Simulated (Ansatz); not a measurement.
Calculated with Ansatz (gas phase, PBE0-D4/def2-TZVP geometries, no zero-point term in ΔE). CBS: MP2 limit from def2 TZ/QZ plus the TZ coupled-cluster correction, frozen cores. Functionals use def2-TZVPP. HSE06 is defined as in plane-wave codes. def2 core potentials past Kr. For Sn outer-core shells are correlated without core-valence functions, which leaves a few kJ/mol of doubt a bond. Each species was taken in one conformer, which may not be the lowest.

`COCC=O` + `[OH][SnH3]` → `O=C[O][SnH3]` + `COC`  (substitution at a C–C bond)

| level | ΔE (kJ/mol) |
| --- | --- |
| r2SCAN-D4 | -89.9 |
| HSE06-D4 | -84.2 |
| SCS-MP2/def2-QZVPP | -76.3 |
| MP2/CBS(def2) | -78.5 |

(1) What does CCSD(T)/CBS give? (Best estimate.)

Largest T1 diagnostic among the species: 0.017.

Answers

(1) Ansatz gave: -76.8 kJ/mol. The listed levels differ from it by -13.1, -7.4, 0.5, -1.7 kJ/mol.

At CCSD(T), def2-SVP lies −20.4 kJ/mol from the extrapolated value and def2-TZVPP −2.2 kJ/mol. From r2SCAN to r2SCAN0 (25 % exact exchange), in def2-TZVPP and without D4, ΔE moves by +3.5 kJ/mol. Leaving LDA and LC-ωPBE aside and taking each functional with its dispersion term where it has one, the values, not all of them listed here, spread over 8.7 kJ/mol, from r2SCAN-D4 to ωB97M-V. LDA lies −7.5 kJ/mol from PBE without D4.
